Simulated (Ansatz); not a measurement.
Isolated molecules relaxed with PBE0-D4/def2-TZVP in Ansatz; ΔE leaves out vibrations. CCSD(T)/CBS adds triple-zeta CCSD(T) − MP2 to the extrapolated MP2 energy (def2 sets, frozen cores). Functionals use def2-TZVPP. For Br, Ge outer-core shells are correlated without core-valence functions, which leaves a few kJ/mol of doubt a bond. Scalar relativity is left out up to krypton. Each species was taken in one conformer, which may not be the lowest.

`CCC[SiH2]Cl` + `[OH][Ge][Br]` → `CCC[SiH2]O` + `[Cl][Ge][Br]`  (redistribution)

`CCC[SiH2]Cl`:

```xyz
14

C    -0.885    0.181   -1.876
C     0.139    0.308   -0.760
C    -0.357   -0.270    0.563
Si    0.854   -0.131    1.971
Cl    2.584   -1.160    1.509
H    -1.140   -0.867   -2.056
H    -0.508    0.598   -2.813
H    -1.810    0.707   -1.624
H     0.402    1.362   -0.623
H     1.064   -0.198   -1.052
H    -1.276    0.239    0.882
H    -0.622   -1.327    0.443
H     1.243    1.281    2.215
H     0.311   -0.722    3.220
```

`[OH][Ge][Br]`:

Cartesian coordinates in Å:
```
O 0.071 0.989 0.654
Ge -0.618 -0.635 0.817
Br 0.025 -1.518 -1.293
H 0.522 1.164 -0.178
```

`CCC[SiH2]O`:

Cartesian coordinates in Å:
```
C -0.717 1.630 0.094
C -1.090 0.214 0.498
C -0.549 -0.860 -0.447
Si 1.316 -1.005 -0.530
O 1.988 -1.163 0.973
H 0.367 1.783 0.090
H -1.150 2.365 0.776
H -1.075 1.858 -0.914
H -2.181 0.133 0.551
H -0.731 0.015 1.515
H -0.918 -0.687 -1.467
H -0.931 -1.843 -0.150
H 1.687 -2.239 -1.266
H 1.909 0.173 -1.228
H 2.078 -0.372 1.505
```

`[Cl][Ge][Br]`:

Cartesian coordinates in Å:
```
Cl 1.636 0.677 -0.056
Ge 0.183 -0.942 0.103
Br -1.818 0.265 -0.047
```

```
       species  B2PLYP energy (Eh)
 `CCC[SiH2]Cl`          -869.18568
`[OH][Ge][Br]`         -4726.30117
  `CCC[SiH2]O`          -484.90646
`[Cl][Ge][Br]`         -5110.58403
```

Question: Work out ΔE.

Answer: ΔE = (-484.90646) + (-5110.58403) − (-869.18568) − (-4726.30117) = -0.00364 Eh = -0.10 eV. CCSD(T)/CBS gives -0.09 eV.

Largest T1 diagnostic among the species: 0.013.

In def2-TZVPP, CCSD(T) changes the Hartree–Fock value by +0.07 eV (the triples alone add +0.01 eV) and MP2 by +0.10 eV.
